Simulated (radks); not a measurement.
The numbers below are computed, except where a source is named.
Spherical quantum dot in the effective-mass picture: electrons in a hard-walled sphere of radius 3.67, all in effective atomic units (hartree* = m*/eps^2 hartree, bohr* = eps/m* bohr), one dielectric constant everywhere. Level of theory: non-relativistic Kohn-Sham, r2SCAN, spin-polarised, spherical densities, generalised Kohn-Sham scheme (a radial shooting solver with Libxc functionals). Levels are named by radial order and angular momentum (1s, 1p, 1d, 2s, ...), and open shells are averaged over m.

N = 6, configuration 1s2 1p(up 3, down 1). This is the lowest configuration that the search found. Occupied and some empty levels:

| level | occupation | eigenvalue (hartree*) | <r> (bohr*) |
|---|---|---|---|
| 1s up | 1 | 2.3982 | 2.151 |
| 1s down | 1 | 2.4611 | 2.118 |
| 1p up | 3 | 2.6832 | 2.344 |
| 1p down | 1 | 2.7664 | 2.338 |
| 1d up | 0 | 3.1161 | 2.483 |
| 1d down | 0 | 3.2141 | 2.484 |
| 2s up | 0 | 3.6383 | 1.737 |
| 1f up | 0 | 3.6735 | 2.588 |
| 2s down | 0 | 3.6823 | 1.741 |
| 1f down | 0 | 3.7863 | 2.590 |

Energy (hartree*): total 9.18847, kinetic 3.9857, external 0, Hartree 7.1446, exchange-correlation -1.9419.

Electron density:

| r (bohr*) | n(r) (e/bohr*^3) |
|---|---|
| 0.185 | 0.02345 |
| 0.460 | 0.02690 |
| 0.735 | 0.03298 |
| 1.01 | 0.04118 |
| 1.28 | 0.05024 |
| 1.56 | 0.05837 |
| 1.83 | 0.06329 |
| 2.11 | 0.06284 |
| 2.38 | 0.05550 |
| 2.66 | 0.04185 |
| 2.93 | 0.02517 |
| 3.21 | 0.01037 |
| 3.48 | 0.001629 |
